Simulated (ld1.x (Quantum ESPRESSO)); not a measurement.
## scandium: variants of one TM potential

Base potential:

ld1.x (Quantum ESPRESSO) 7.5 input, shortened:

```
&input
   title='Sc', zed=21., rel=1, dft='PZ', iswitch=3,
   config='[Ar] 3d1 4s2 4p0'
 /
 &inputp
   pseudotype=2, tm=.true., lloc=2,
   nlcc=.true., rcore=1.65
 /
3
3S  1  0   2.00   0.00  1.75  1.75  0.0
3P  2  1   6.00   0.00  1.65  1.65  0.0
3D  3  2   1.00   0.00  1.95  1.95  0.0
 &test
   configts(1)='3s2 3p6 3d1 4s2 4p0'
 /
```

Occupied shells without a wave of their own: 4s. They enter only through the test configuration that unscreens the potential, and ld1.x also counts them in the model core charge.

All-electron outer shells of the reference configuration (LDA (PZ), scalar-relativistic, ld1.x):

| shell | level (eV) | outermost node (bohr) | outermost maximum (bohr) |
| --- | --- | --- | --- |
| 2s | -472.96 | 0.10 | 0.28 |
| 2p | -388.03 | – | 0.23 |
| 3s | -54.71 | 0.42 | 0.92 |
| 3p | -33.56 | 0.39 | 0.97 |
| 4s | -4.30 | 1.33 | 3.06 |
| 3d | -3.42 | – | 1.10 |
| 4p | -1.52 | 1.49 | 4.03 |

Cutoffs, loose and tight: the cutoffs (Ry, on a coarse ladder) from which the occupation-weighted sum of valence levels, in a spherical-Bessel basis at the reference potential, stays within 10 and 1 mRy of its value at 400 Ry. They do not see the model core or the augmentation charge, which bear on the density cutoff. Test errors are all-electron minus pseudo excitation energies from the reference, over the configurations 3s2 3p6 3d1 4s1 4p0; 3s2 3p6 3d1 4s0 4p0; 3s2 3p6 3d0 4s0 4p0; 3s2 3p6 3d2 4s1 4p0; 3s2 3p6 3d1.5 4s1.5 4p0; 3s2 3p6 3d1 4s0 4p2; 3s2 3p6 3d0 4s2 4p0 (two spin-polarised tests are not counted in the largest error). A dash means not determined; rows that change the core or the reference have their own tests. The largest error is taken over the tests solved by every variant that gives reliable tests at all: 3s2 3p6 3d0 4s0 4p0; 3s2 3p6 3d1 4s0 4p0; 3s2 3p6 3d1 4s0 4p2; 3s2 3p6 3d1 4s1 4p0; 3s2 3p6 3d1.5 4s1.5 4p0; 3s2 3p6 3d2 4s1 4p0.

With those shells counted twice in exchange and correlation these files are broken, and their errors move erratically; no question is asked of them.

```tsv
change	outcome	cutoff, loose	cutoff, tight	bound ghosts	largest test error (meV)
base	generated, misses its reference levels by 0.34 eV	50 Ry	70 Ry	none	-3467
all radii but the core radius scaled by about 0.75 (s 1.32, p 1.24, d 1.46 bohr)	generated	80 Ry	120 Ry	none	-1991
all radii but the core radius scaled by about 0.82 (s 1.44, p 1.36, d 1.60 bohr)	generated, misses its reference levels by 0.15 eV	70 Ry	90 Ry	none	-2101
all radii but the core radius scaled by about 0.90 (s 1.58, p 1.50, d 1.76 bohr)	generated, misses its reference levels by 0.23 eV	60 Ry	80 Ry	none	-2643
all radii but the core radius scaled by about 1.05 (s 1.84, p 1.74, d 2.04 bohr)	generated, misses its reference levels by 0.41 eV	45 Ry	70 Ry	none	-4062
all radii but the core radius scaled by about 1.17 (s 2.04, p 1.94, d 2.28 bohr)	generated, misses its reference levels by 0.64 eV	40 Ry	60 Ry	none	-5911
all radii but the core radius scaled by about 1.25 (s 2.18, p 2.06, d 2.44 bohr)	generated, misses its reference levels by 0.84 eV	35 Ry	60 Ry	none	-7397
all radii but the core radius scaled by about 1.30 (s 2.28, p 2.16, d 2.54 bohr)	generated, misses its reference levels by 1.00 eV	35 Ry	55 Ry	none	-8693
all radii but the core radius scaled by about 1.36 (s 2.38, p 2.26, d 2.66 bohr)	generated, misses its reference levels by 1.16 eV	35 Ry	55 Ry	none	-9944
```

Reading the sweep of the scale of all radii but the core radius (base = 1) (base included, trends over the rows without a ghost): The loose cutoff falls from 80 Ry at 0.75 to 35 Ry at 1.36. A larger radius leaves more room for a smooth pseudo-wave, so fewer plane waves are needed; a smaller one forces it to follow the all-electron wave where it bends sharply. The median size of the test errors (rows with all tests solved) rises from 333.4 meV at 0.75 to 1392.4 meV at 1.25. More of the atom is replaced by a form fitted at one configuration, so other configurations suffer as the radius grows.
